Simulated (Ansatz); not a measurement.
chlorobenzene (C$_{6}$H$_{5}$Cl), singlet, at a GFN2-xTB geometry; CCSD(T)/STO-3G in Ansatz (an electronic-structure program).

Here is a job for Ansatz.
Ansatz 0.2 input:
```yaml
crystal:
  periodic: [false, false, false]
  atoms:
    - {symbol: Cl, position_ang: [2.23083293, 0.17830076, 0.00166627]}
    - {symbol: C, position_ang: [0.50565329, 0.04041467, 0.00037769]}
    - {symbol: C, position_ang: [-0.27011462, 1.18803954, 0.01931055]}
    - {symbol: C, position_ang: [-1.64922549, 1.07045173, 0.01816171]}
    - {symbol: C, position_ang: [-2.24493585, -0.17942795, -0.00167681]}
    - {symbol: C, position_ang: [-1.45823275, -1.31881734, -0.02048276]}
    - {symbol: C, position_ang: [-0.07795243, -1.21585902, -0.01957054]}
    - {symbol: H, position_ang: [0.20129330, 2.15822886, 0.03470485]}
    - {symbol: H, position_ang: [-2.25874719, 1.96145975, 0.03286497]}
    - {symbol: H, position_ang: [-3.32098418, -0.26543181, -0.00248054]}
    - {symbol: H, position_ang: [-1.91846938, -2.29532648, -0.03598506]}
    - {symbol: H, position_ang: [0.54159475, -2.09885305, -0.03414996]}
basis:
  gaussian:
    orbitals: STO-3G
magnetization: {spin_polarized: false}
correlation: {method: ccsd_t}
```

Q: Predict the main parts of the log of this Ansatz run.

A: 
```
Functional definition: HF
596 factors; integrals over basis functions are off by at most 3.7e-5 eV
mean field evaluation 1: about -18553.1123 eV, gradient 2.2e1 eV
mean field evaluation 2: about -18553.3891 eV, gradient 2.2e1 eV
mean field evaluation 4: about -18555.2504 eV, gradient 2.5e0 eV
mean field evaluation 8: about -18555.2736 eV, gradient 1.9e-2 eV
mean field evaluation 16: about -18555.0139 eV, gradient 4.0e-1 eV
mean field -18555.27359701 eV, -681.8937274740 hartree, gradient 1.8e-6 eV, S^2 0.000000; 0 other end points of the search recorded, 0 dependent functions left out; unrestricted orbitals would lower it
11 core orbitals not correlated
reference -18555.27359701 eV, -681.8937274740 hartree; 18, 18 occupied and 15, 15 virtual orbitals, 596 factors
second order -9.57565448 eV of doubles, -0.00000000 eV of singles
cycle   1  -10.65785016 eV  change    -1.1e0 eV  update   9.7e-2
cycle   2  -11.31459552 eV  change   -6.6e-1 eV  update   4.5e-2
cycle   3  -11.46979303 eV  change   -1.6e-1 eV  update   1.8e-2
cycle   4  -11.50093235 eV  change   -3.1e-2 eV  update   7.0e-3
cycle   5  -11.49858689 eV  change    2.3e-3 eV  update   1.5e-3
cycle   6  -11.49718714 eV  change    1.4e-3 eV  update   5.3e-4
cycle   7  -11.49743909 eV  change   -2.5e-4 eV  update   1.6e-4
cycle   8  -11.49753927 eV  change   -1.0e-4 eV  update   4.4e-5
cycle   9  -11.49752313 eV  change    1.6e-5 eV  update   1.1e-5
perturbative correction -0.23982451 eV, -0.0088133882 hartree
Total energy: -18567.01094465 eV, -682.3250670440 hartree
```
